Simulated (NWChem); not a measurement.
# BeNH3; SMILES [BeH][NH2]

Results from NWChem. All runs use the structure optimised with PBE0/def2-SVP. B3LYP is NWChem's, with the RPA form of VWN correlation.

### Question
Taking B3LYP/def2-QZVP as the yardstick, which of these has the fewest basis functions while keeping “dipole (D)” within 0.1 D of it: B3LYP/def2-SVPD; B3LYP/def2-SVP; B3LYP/def2-TZVPP; B3LYP/def2-TZVP?

### Answer
B3LYP/def2-SVPD (a larger set in the list lies outside the tolerance).
```
level             basis functions  dipole (D)
----------------  ---------------  ----------
B3LYP/def2-SVP                 38        1.90
B3LYP/def2-SVPD                56        1.60
B3LYP/def2-TZVP                68        1.69
B3LYP/def2-TZVPP               92        1.66
B3LYP/def2-QZVP               183        1.54
```

The yardstick is one finite set, not the basis-set limit.
